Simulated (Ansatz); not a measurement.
Geometry optimisation, Ansatz, RKS PBE0-D4/def2-SVP.

Input:

```yaml
crystal:
  periodic: [false, false, false]
  atoms:
    - { symbol: C, position_ang: [0.4422, -0.4073, 1.4796] }
    - { symbol: C, position_ang: [0.2672, 0.6229, 0.3099] }
    - { symbol: S, position_ang: [1.7948, 1.4935, 0.0283] }
    - { symbol: S, position_ang: [1.7888, 0.3382, -1.7004] }
    - { symbol: B, position_ang: [-0.035, -0.1402, -1.1038] }
    - { symbol: "N", position_ang: [-1.3388, -0.3514, -1.8366] }
    - { symbol: H, position_ang: [1.2293, -1.0981, 1.2788] }
    - { symbol: H, position_ang: [-0.5269, -0.8878, 1.6034] }
    - { symbol: H, position_ang: [0.6311, 0.2026, 2.4473] }
    - { symbol: H, position_ang: [1.92525, 2.54823, 0.9086] }
    - { symbol: H, position_ang: [-2.0903, 0.1778, -1.3199] }
    - { symbol: H, position_ang: [-1.5557, -1.3695, -1.6995] }
basis:
  gaussian: { orbitals: def2-SVP }
hamiltonian:
  xc: pbe0
  dispersion: d4
relax:
  f_tol: 0.02
  max_steps: 50
```

Command:

```bash
$ ansatz run input.yaml --threads 2 --pin off --max-ram 3072MiB --backend cpu --events-out ev --progress --plain --runs-dir out
```

Problem. Where does it end, and by what steps?

Solution. The forces met the threshold. The force dipped under the threshold on the way, but the program's further checks kept it going. After 18 steps the energy has fallen by 6.071 eV; S4 moved furthest, 1.45 Å. Parted: S3–S4. Joined: C2–S4.

```csv
step,energy less start (eV),largest force component (eV/Å),accepted
0,0.0000,3.712,yes
1,-1.9304,2.350,yes
2,-3.0351,2.325,yes
3,-3.8293,1.395,yes
4,-4.3811,1.262,yes
5,-4.7954,1.358,yes
6,-5.0946,1.293,yes
7,-5.3971,0.986,yes
8,-5.6501,0.370,yes
9,-5.7889,0.592,yes
10,-5.8756,0.773,yes
11,-5.9676,0.364,yes
12,-6.0324,0.278,yes
13,-6.0615,0.203,yes
14,-6.0582,0.284,no
15,-6.0697,0.034,yes
16,-6.0704,0.014,yes
17,-6.0704,0.040,no
18,-6.0705,0.006,yes
```

```xyz
12
Properties=species:S:1:pos:R:3
C 0.792 -0.464 1.476
C 0.844 0.144 0.098
S 1.711 1.742 0.005
S 1.408 -0.994 -1.289
B -0.146 -0.166 -1.038
N -1.410 0.027 -1.559
H 1.803 -0.582 1.896
H 0.300 -1.448 1.452
H 0.220 0.191 2.155
H 0.816 2.432 0.752
H -2.099 0.621 -1.117
H -1.708 -0.376 -2.437
```

Whether the end is a true minimum wasn't checked by a vibrational analysis.

Time of the run: 65 s on 2 threads of Arm Neoverse V2, with other jobs on the host, peak memory 0.31 GiB.
